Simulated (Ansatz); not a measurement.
Reaction (silylene formation by 1,1-elimination): `F[SiH](F)Cl` → `F[Si]F` + HCl

Computed with Ansatz on PBE0-D4/def2-TZVP structures; ΔE is electronic, products minus reactants. CCSD(T)/CBS is the MP2 limit (def2-TZVPP, def2-QZVPP) plus CCSD(T) − MP2 in def2-TZVPP, frozen cores. This one scheme is used for every species. Functionals use def2-TZVPP.

`F[SiH](F)Cl`:

```xyz
5

F     0.371    1.544   -0.090
Si    0.023    0.017    0.094
F     1.380   -0.786    0.087
Cl   -1.108   -0.592   -1.462
H    -0.666   -0.184    1.371
```

`F[Si]F`:

```xyz
3

F    -0.849   -0.931    0.214
Si   -0.369    0.543   -0.185
F     1.218    0.388   -0.030
```

HCl:

Z-matrix (Å, degrees):
```
Cl
H 1 1.279
```

| level | ΔE (kcal/mol) |
| --- | --- |
| PBE-QIDH | 63.4 |
| CCSD(T)/def2-SVP | 54.2 |
| HF/def2-QZVPP | 61.1 |
| SCS-MP2/def2-QZVPP | 60.9 |

(1) What does CCSD(T)/CBS give? (Best estimate.)

Largest T1 diagnostic among the species: 0.015.

Results:

(1) The calculation gave: +59.2 kcal/mol. The listed levels differ from it by 4.2, -5.0, 1.9, 1.7 kcal/mol.

Leaving LDA and LC-ωPBE aside and taking each functional with its dispersion term where it has one, the values, not all of them listed here, spread over 13.1 kcal/mol, from BLYP-D4 to r2SCAN0-D4. LDA lies +6.4 kcal/mol from PBE without D4. From BLYP to BHLYP (50 % exact exchange), in def2-TZVPP and without D4, ΔE moves by +10.8 kcal/mol. The D4 term adds +2.4 kcal/mol with B3LYP and +1.2 kcal/mol with PBE0; it sums over pairs of atoms, weighted by their polarisabilities, and B3LYP, whose exchange is more repulsive, gets the larger term.

B3LYP here is the variant with VWN-RPA as its local correlation; programs differ in this.
